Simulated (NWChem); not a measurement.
System: CH$_{3}$F$_{2}$La; SMILES [CH3][La]([F])[F]

NWChem input:

```
start job
memory heap 200 mb stack 900 mb global 1100 mb
geometry units angstroms noautoz
  La    -0.086751     0.050897    -0.536370
  F     -1.701555     0.906030     0.567456
  F      1.835871     0.868212    -0.097389
  C     -0.021166    -2.404480    -0.048613
  H      0.179328    -2.602367     1.022149
  H      0.772949    -2.934157    -0.610873
  H     -0.976650    -2.915259    -0.279810
end
basis spherical
  * library def2-svp
end
ecp
  La library def2-ecp
end
dft
  xc xpbe96 cpbe96
  iterations 150
  vectors input atomic output neutral.movecs
end
task dft energy
charge 1
dft
  odft
  mult 2
  vectors input atomic output cation.movecs
end
task dft energy
```

NWChem printed, in part:

```
             Northwest Computational Chemistry Package (NWChem) 7.3.0
             --------------------------------------------------------

 C1  symmetry detected

                             Geometry "geometry" -> ""
                             -------------------------

 Output coordinates in angstroms (scale by  1.889725989 to convert to a.u.)

  No.       Tag          Charge          X              Y              Z
 ---- ---------------- ---------- -------------- -------------- --------------
    1 La                  57.0000     0.08308492     0.00107941    -0.23074025
    2 F                    9.0000     0.94801187     1.81204666     0.49697896
    3 F                    9.0000     0.99393106    -1.78722038     0.49694557
    4 C                    6.0000    -2.33299774    -0.02991114     0.42703529
    5 H                    1.0000    -2.45610958    -0.03283272     1.52736401
    6 H                    1.0000    -2.86842617    -0.92663377     0.05755244
    7 H                    1.0000    -2.89080476     0.85397031     0.05974544

 Effective nuclear repulsion energy (a.u.)     399.1589733906

 Summary of "ao basis" -> "ao basis" (spherical)
 ------------------------------------------------------------------------------
       Tag                 Description            Shells   Functions and Types
 ---------------- ------------------------------  ------  ---------------------
 La                         def2-svp                12       32   6s3p2d1f
 F                          def2-svp                 6       14   3s2p1d
 C                          def2-svp                 6       14   3s2p1d
 H                          def2-svp                 3        5   2s1p

            General Information
            -------------------
          SCF calculation type: DFT
          Wavefunction type:  closed shell.
          No. of atoms     :     7
          No. of electrons :    38
           Alpha electrons :    19
            Beta electrons :    19
          Charge           :     0
          Spin multiplicity:     1
          Use of symmetry is: off; symmetry adaption is: off
          Maximum number of iterations: 150
          AO basis - number of functions:    89
                     number of shells:    39
          Convergence on energy requested:  1.00D-06
          Convergence on density requested:  1.00D-05
          Convergence on gradient requested:  5.00D-04

              XC Information
              --------------
          PerdewBurkeErnzerhof Exchange Functional  1.000
            Perdew 1991 LDA Correlation Functional  1.000 local
           PerdewBurkeErnz. Correlation Functional  1.000 non-local

             Grid Information
             ----------------
          Grid used for XC integration:  medium
          Radial quadrature: Mura-Knowles
          Angular quadrature: Lebedev.
          Tag              B.-S. Rad. Rad. Pts. Rad. Cut. Ang. Pts.
          ---              ---------- --------- --------- ---------
          La                  1.95      123          11.0       590
          F                   0.50       49          12.0       434
          C                   0.70       49          11.0       434
          H                   0.35       45          12.0       434
          Grid pruning is: on
          Number of quadrature shells:   405
          Spatial weights used:  Erf1

      Superposition of Atomic Density Guess
      -------------------------------------

 Sum of atomic energies:        -273.25051997

      Non-variational initial energy
      ------------------------------

 Total energy =    -269.046596
 1-e energy   =    -603.147166
 2-e energy   =     222.062262
 HOMO         =      -0.310692
 LUMO         =      -0.101756

   convergence    iter        energy       DeltaE   RMS-Dens  Diis-err
 ---------------- ----- ----------------- --------- --------- ---------
 d= 0,ls=0.0,diis     1   -270.6959587405 -3.83D+02  5.43D-02  1.64D+00
 d= 0,ls=0.5,diis     2   -263.4769225922  7.22D+00  1.37D-02  6.34D+01
 d= 0,ls=0.5,diis     3   -266.9606084836 -3.48D+00  8.35D-03  3.13D+01
 d= 0,ls=0.5,diis     4   -268.5247170477 -1.56D+00  8.19D-03  1.59D+01
 d= 0,ls=0.5,diis     5   -269.5418696455 -1.02D+00  6.71D-03  5.85D+00
 d= 0,ls=0.5,diis     6   -269.9962185454 -4.54D-01  6.95D-03  1.90D+00
 d= 0,ls=0.5,diis     7   -270.2228602065 -2.27D-01  1.87D-02  3.39D-01
 d= 0,ls=0.5,diis     8   -270.6307123559 -4.08D-01  1.04D-02  6.08D-01
 d= 0,ls=0.5,diis     9   -270.6872724262 -5.66D-02  5.51D-03  1.65D+00
  Resetting Diis
 d= 0,ls=0.5,diis    10   -270.6763667185  1.09D-02  2.89D-03  2.18D+00
 d= 0,ls=0.5,diis    11   -270.6715872179  4.78D-03  1.62D-02  2.33D+00
 d= 0,ls=0.5,diis    12   -270.6983426485 -2.68D-02  4.79D-03  2.95D+00
 d= 0,ls=0.5,diis    13   -270.8648184984 -1.66D-01  2.45D-03  5.74D-01
 d= 0,ls=0.5,diis    14   -270.9048332059 -4.00D-02  1.20D-03  1.08D-01
 d= 0,ls=0.5,diis    15   -270.9144805101 -9.65D-03  6.70D-04  1.58D-02
 d= 0,ls=0.5,diis    16   -270.9165539499 -2.07D-03  3.83D-04  2.78D-03
 d= 0,ls=0.5,diis    17   -270.9171149086 -5.61D-04  2.37D-04  7.15D-04
 d= 0,ls=0.5,diis    18   -270.9173056224 -1.91D-04  1.66D-04  3.47D-04
 d= 0,ls=0.5,diis    19   -270.9173952243 -8.96D-05  1.14D-04  1.92D-04
 d= 0,ls=0.5,diis    20   -270.9174425004 -4.73D-05  8.18D-05  9.31D-05
 d= 0,ls=0.5,diis    21   -270.9174667527 -2.43D-05  5.89D-05  4.28D-05
 d= 0,ls=0.5,diis    22   -270.9174790894 -1.23D-05  4.22D-05  1.84D-05
 d= 0,ls=0.5,diis    23   -270.9174851810 -6.09D-06  3.06D-05  8.65D-06
 d= 0,ls=0.5,diis    24   -270.9174883108 -3.13D-06  2.22D-05  4.00D-06
 d= 0,ls=0.5,diis    25   -270.9174899225 -1.61D-06  1.62D-05  1.93D-06
 d= 0,ls=0.5,diis    26   -270.9174907591 -8.37D-07  1.18D-05  9.26D-07
 d= 0,ls=0.5,diis    27   -270.9174912010 -4.42D-07  8.70D-06  4.56D-07

         Total DFT energy =     -270.917491436409
      One electron energy =     -609.171297344174
           Coulomb energy =      257.815690065441
    Exchange-Corr. energy =      -31.600192020668
 Nuclear repulsion energy =      112.038307862992

 Numeric. integr. density =       37.999999714409

                       DFT Final Molecular Orbital Analysis
                       ------------------------------------

 Vector   17  Occ=2.000000D+00  E=-2.941159D-01
              MO Center=  7.6D-01,  1.0D-02,  4.6D-01, r^2= 4.2D+00
   Bfn.  Coefficient  Atom+Function         Bfn.  Coefficient  Atom+Function
  ----- ------------  ---------------      ----- ------------  ---------------
    51     -0.419836  3 F  py                37      0.416129  2 F  py
    54      0.281813  3 F  py                40     -0.279153  2 F  py
     3     -0.200452  1 La s                 36     -0.155481  2 F  px
     7      0.154407  1 La px                 2      0.146575  1 La s
    50     -0.144811  3 F  px                 5      0.133193  1 La s

 Vector   18  Occ=2.000000D+00  E=-2.850979D-01
              MO Center=  9.1D-01,  1.2D-02,  4.6D-01, r^2= 3.8D+00
   Bfn.  Coefficient  Atom+Function         Bfn.  Coefficient  Atom+Function
  ----- ------------  ---------------      ----- ------------  ---------------
    36      0.349740  2 F  px                50     -0.350590  3 F  px
    38      0.298593  2 F  pz                52     -0.298601  3 F  pz
    39     -0.241398  2 F  px                53      0.241720  3 F  px
     8      0.229316  1 La py                41     -0.207244  2 F  pz
    55      0.207265  3 F  pz                16      0.090244  1 La d -2

 Vector   19  Occ=2.000000D+00  E=-1.868485D-01
              MO Center= -1.6D+00, -2.1D-02,  2.5D-01, r^2= 2.5D+00
   Bfn.  Coefficient  Atom+Function         Bfn.  Coefficient  Atom+Function
  ----- ------------  ---------------      ----- ------------  ---------------
    64      0.441783  4 C  px                67      0.321329  4 C  px
    63      0.266266  4 C  s                  3     -0.257142  1 La s
     5      0.258048  1 La s                 20      0.248097  1 La d  2
     2      0.200641  1 La s                  7     -0.192967  1 La px
    19      0.178909  1 La d  1              66     -0.129377  4 C  pz

 Vector   20  Occ=0.000000D+00  E=-9.100240D-02
              MO Center=  1.2D-01,  1.7D-03, -1.3D+00, r^2= 5.2D+00
   Bfn.  Coefficient  Atom+Function         Bfn.  Coefficient  Atom+Function
  ----- ------------  ---------------      ----- ------------  ---------------
    18      0.497285  1 La d  0               5      0.469519  1 La s
     6      0.414184  1 La s                  3     -0.323008  1 La s
    15     -0.300152  1 La pz                 2      0.256713  1 La s
     4     -0.201990  1 La s                  9     -0.187649  1 La pz
    23      0.174705  1 La d  0              63     -0.133125  4 C  s

 Vector   21  Occ=0.000000D+00  E=-5.043401D-02
              MO Center= -2.1D-01, -2.6D-03, -6.9D-01, r^2= 4.6D+00
   Bfn.  Coefficient  Atom+Function         Bfn.  Coefficient  Atom+Function
  ----- ------------  ---------------      ----- ------------  ---------------
    19      0.733944  1 La d  1              13      0.321743  1 La px
    24      0.306038  1 La d  1              76     -0.211932  5 H  s
     6     -0.186982  1 La s                  7      0.187701  1 La px
    20     -0.156333  1 La d  2              81      0.116993  6 H  s
    86      0.116694  7 H  s                  5      0.102314  1 La s

 Vector   22  Occ=0.000000D+00  E=-3.514530D-02
              MO Center=  1.1D-01,  1.6D-03, -6.4D-01, r^2= 4.6D+00
   Bfn.  Coefficient  Atom+Function         Bfn.  Coefficient  Atom+Function
  ----- ------------  ---------------      ----- ------------  ---------------
    17      0.689597  1 La d -1              16     -0.330369  1 La d -2
    14     -0.317451  1 La py                22      0.279713  1 La d -1
     8     -0.166366  1 La py                38      0.125512  2 F  pz
    52     -0.125479  3 F  pz                41     -0.110220  2 F  pz
    55      0.110191  3 F  pz                50      0.099871  3 F  px

     Multipole analysis of the density
     ---------------------------------

     L   x y z        total         alpha         beta         nuclear
     -   - - -        -----         -----         ----         -------
     0   0 0 0     -0.000000    -19.000000    -19.000000     38.000000

     1   1 0 0     -0.175253      3.523551      3.523551     -7.222356
     1   0 1 0     -0.001884      0.045973      0.045973     -0.093830
     1   0 0 1     -1.813042    -10.935346    -10.935346     20.057649

     2   2 0 0    -38.625874   -148.460351   -148.460351    258.294828
     2   1 1 0      0.026413     -0.277573     -0.277573      0.581559
     2   1 0 1     -0.834239      2.425523      2.425523     -5.685284
     2   0 2 0    -40.756795   -127.319993   -127.319993    213.883191
     2   0 1 1     -0.011207      0.030562      0.030562     -0.072331
     2   0 0 2    -28.749667    -29.489392    -29.489392     30.229117

                                 NWChem DFT Module
                                 -----------------

            General Information
            -------------------
          SCF calculation type: DFT
          Wavefunction type:  spin polarized.
          No. of atoms     :     7
          No. of electrons :    37
           Alpha electrons :    19
            Beta electrons :    18
          Charge           :     1
          Spin multiplicity:     2
          Use of symmetry is: off; symmetry adaption is: off
          Maximum number of iterations: 150
          AO basis - number of functions:    89
                     number of shells:    39
          Convergence on energy requested:  1.00D-06
          Convergence on density requested:  1.00D-05
          Convergence on gradient requested:  5.00D-04

              XC Information
              --------------
          PerdewBurkeErnzerhof Exchange Functional  1.000
            Perdew 1991 LDA Correlation Functional  1.000 local
           PerdewBurkeErnz. Correlation Functional  1.000 non-local

             Grid Information
             ----------------
          Grid used for XC integration:  medium
          Radial quadrature: Mura-Knowles
          Angular quadrature: Lebedev.
          Tag              B.-S. Rad. Rad. Pts. Rad. Cut. Ang. Pts.
          ---              ---------- --------- --------- ---------
          La                  1.95      123          11.0       590
          F                   0.50       49          12.0       434
          C                   0.70       49          11.0       434
          H                   0.35       45          12.0       434
          Grid pruning is: on
          Number of quadrature shells:   405
          Spatial weights used:  Erf1

      Superposition of Atomic Density Guess
      -------------------------------------

 Sum of atomic energies:        -273.25051997

 Renormalizing density from      38.00 to     37

      Non-variational initial energy
      ------------------------------

 Total energy =    -264.708007
 1-e energy   =    -587.274873
 2-e energy   =     210.528558
 HOMO         =      -0.558120
 LUMO         =      -0.293583

[...]
```

Level: PBE/def2-SVP with def2 effective core potentials on La, vertical spin-unrestricted ions. All runs use the structure optimised with PBE0/def2-SVP. Not confirmed as a minimum by frequencies. def2 effective core potentials on La; no spin-orbit coupling.
